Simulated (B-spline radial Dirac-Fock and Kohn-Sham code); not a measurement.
# Two-hole binding energies of Pr³⁺

System: the Pr³⁺ ion in the configuration 1s2 2s2 2p6 3s2 3p6 3d10 4s2 4p6 4d10 4f2 5s2 5p6, inside a Watson sphere of charge -3 and radius 2 Å (a model of the Madelung potential; inside it an electron's potential energy is raised by 21.6 eV).

Input file task.json (cfg lists n, l and occupation; rrms is the nuclear radius in fm):

```json
{"items": [{
  "Z": 59,
  "q": 3,
  "cfg": [[1, 0, 2], [2, 0, 2], [2, 1, 6], [3, 0, 2], [3, 1, 6], [3, 2, 10], [4, 0, 2], [4, 1, 6], [4, 2, 10], [4, 3, 2], [5, 0, 2], [5, 1, 6]],
  "A": 141,
  "rrms": 4.8919,
  "watson": [-3, 2.0],
  "do": ["binding", "quiet", "double"]
}]}
```

Command: `python xray_run.py task.json out`

Level of theory: ΔSCF Dirac-Fock with Breit, self-energy and vacuum polarisation, finite nucleus, configuration average; a B-spline atomic structure program. U is the two-hole binding energy less the two single-hole energies, the effective repulsion of the holes after relaxation. Each two-hole energy is an average over J within one jj subconfiguration.

```tsv
holes	E(a) (eV)	E(b) (eV)	E(ab) (eV)	U (eV)
1s⁻²	42002.5	42002.5	85008.8	1003.9
1s⁻¹ 2p1/2⁻¹	42002.5	6455.8	48749.4	291.1
2s⁻²	6855.6	6855.6	13877.0	165.8
2s⁻¹ 2p1/2⁻¹	6855.6	6455.8	?	?
2p1/2⁻²	6455.8	6455.8	13119.6	208.1
2p1/2⁻¹ 3s⁻¹	6455.8	1525.3	8051.3	70.2
2s⁻¹ 3d3/2⁻¹	6855.6	967.0	7899.2	76.6
2p1/2⁻¹ 3d3/2⁻¹	6455.8	967.0	7497.7	75.0
2p3/2⁻¹ 3d3/2⁻¹	5979.5	967.0	7024.6	78.1
3p1/2⁻²	1355.7	1355.7	2769.8	58.4
3d5/2⁻²	946.9	946.9	1953.2	59.4
4d3/2⁻²	132.9	132.9	288.9	23.2
4d3/2⁻¹ 4d5/2⁻¹	132.9	129.3	285.6	23.5
5p1/2⁻¹ 5p3/2⁻¹	32.79	29.58	75.14	12.8
```

Problem. Give the missing two-hole energy and U.

Solution. E(ab) = 13467.7 eV and U = 156.3 eV.

Values without a named source are computed, but for edge energies of neutral atoms, which are taken from tables.
